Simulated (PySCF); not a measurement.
**Identify the compound**

An unknown has the formula C2H10O3Si3. Its calculated NMR data are:

¹H NMR (300 MHz, computed): δ 5.21 (m, 2H), 5.19 (m, 1H), 5.17 (m, 2H), 1.10 (t, 3H), 0.86 (m, 2H).

¹³C{¹H} NMR (computed): δ 14.1 (CH2), 7.0 (CH3).

Gas phase, single conformer, relativity neglected, one averaged value for each set of equivalent atoms. GFN2-xTB geometry; shieldings: GIAO PBE0/pcSseg-1; PySCF 2.14.0 with density-fitted response routines.

Referencing at the same level of theory: TMS for ¹H (σ = 31.72 ppm) and ¹³C (σ = 186.93 ppm).

**Question.** Deduce the structure.

**Answer.** 
The formula gives 1 degree of unsaturation (1 ring in the answer). 2 carbon signals for 2 carbons: no two carbons are equivalent. Carbon types of the structure: 1 × CH2, 1 × CH3, leaving 5 H on heteroatoms. δC 14.1: sp3 CH2 bonded to Si. δC 7.0: methyl carbon; a saturated carbon with 1 carbon neighbour and no heteroatom attached. δH 5.21, 5.17: hydrogen on a silicon bonded to 2 O, in a 6-membered ring. δH 5.19: hydrogen on a silicon bonded to C, 2 O, in a 6-membered ring. δH 1.10: hydrogen on a methyl carbon. δH 0.86: hydrogen on an sp3 CH2 bonded to Si; an electropositive neighbour shields it, as in TMS itself.

Structure: SMILES CC[SiH]1O[SiH2]O[SiH2]O1.

The data come from this structure; uniqueness wasn't tested.

Shifts are as computed. Against solution values, carbons near 30 ppm lie about +3 ppm off and those near 130 ppm about +5 ppm. Of 1309 compounds with measured shifts, 239 miss one by over three times the rms of a fit or turn the order of signals round; such compounds aren't used in these exercises. Multiplicities follow the n + 1 count of equivalent neighbours, as no J values were calculated; m marks all less simple cases, F and P coupling included.
